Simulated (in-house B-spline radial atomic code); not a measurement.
Response of Kr as one setting changes: the share of exact exchange in a PBE hybrid. A dash marks a strongly mixed or unbound state. Computed with a B-spline radial code for spherical atoms: linear response of the closed shell [Ar] 3d10 4s2 4p6 with the functional's adiabatic kernel; scalar-relativistic (spin-free one-electron X2C), finite nucleus, no spin-orbit coupling, no double excitations, S, P, D and F terms only; shells from n = 2 respond. Only terms of natural parity with L up to 3 were computed.

```json
{"share of exact exchange in a PBE hybrid": "0", "lowest 1P (eV)": "4p → 5s 8.828", "lowest 3P, Tamm-Dancoff (eV)": "4p → 5s 8.681", "minus highest occupied level (eV)": "9.246", "α (bohr³)": "18.14"}
{"share of exact exchange in a PBE hybrid": "0.1", "lowest 1P (eV)": "4p → 5s 9.106", "lowest 3P, Tamm-Dancoff (eV)": "4p → 5s 8.944", "minus highest occupied level (eV)": "9.840", "α (bohr³)": "17.81"}
{"share of exact exchange in a PBE hybrid": "0.2", "lowest 1P (eV)": "4p → 5s 9.379", "lowest 3P, Tamm-Dancoff (eV)": "4p → 5s 9.203", "minus highest occupied level (eV)": "10.437", "α (bohr³)": "17.51"}
{"share of exact exchange in a PBE hybrid": "0.3", "lowest 1P (eV)": "4p → 5s 9.647", "lowest 3P, Tamm-Dancoff (eV)": "4p → 5s 9.457", "minus highest occupied level (eV)": "11.036", "α (bohr³)": "17.22"}
{"share of exact exchange in a PBE hybrid": "0.4", "lowest 1P (eV)": "4p → 5s 9.912", "lowest 3P, Tamm-Dancoff (eV)": "4p → 5s 9.708", "minus highest occupied level (eV)": "11.638", "α (bohr³)": "16.95"}
{"share of exact exchange in a PBE hybrid": "0.5", "lowest 1P (eV)": "4p → 5s 10.174", "lowest 3P, Tamm-Dancoff (eV)": "4p → 5s 9.955", "minus highest occupied level (eV)": "12.243", "α (bohr³)": "16.69"}
{"share of exact exchange in a PBE hybrid": "0.6", "lowest 1P (eV)": "4p → 5s 10.433", "lowest 3P, Tamm-Dancoff (eV)": "4p → 5s 10.199", "minus highest occupied level (eV)": "12.850", "α (bohr³)": "16.45"}
{"share of exact exchange in a PBE hybrid": "0.7", "lowest 1P (eV)": "?", "lowest 3P, Tamm-Dancoff (eV)": "?", "minus highest occupied level (eV)": "?", "α (bohr³)": "?"}
{"share of exact exchange in a PBE hybrid": "0.8", "lowest 1P (eV)": "4p → 5s 10.941", "lowest 3P, Tamm-Dancoff (eV)": "4p → 5s 10.676", "minus highest occupied level (eV)": "14.069", "α (bohr³)": "16.01"}
{"share of exact exchange in a PBE hybrid": "0.9", "lowest 1P (eV)": "?", "lowest 3P, Tamm-Dancoff (eV)": "?", "minus highest occupied level (eV)": "?", "α (bohr³)": "?"}
{"share of exact exchange in a PBE hybrid": "1", "lowest 1P (eV)": "4p → 5s 11.439", "lowest 3P, Tamm-Dancoff (eV)": "4p → 5s 11.141", "minus highest occupied level (eV)": "15.297", "α (bohr³)": "15.61"}
```

(1) What belongs in the row for 0.9?

(2) What belongs in the row for 0.7?

Results:

(1) lowest 1P (eV): 4p → 5s 11.191; lowest 3P, Tamm-Dancoff (eV): 4p → 5s 10.910; minus highest occupied level (eV): 14.682; α (bohr³): 15.8.

(2) lowest 1P (eV): 4p → 5s 10.688; lowest 3P, Tamm-Dancoff (eV): 4p → 5s 10.439; minus highest occupied level (eV): 13.459; α (bohr³): 16.22.
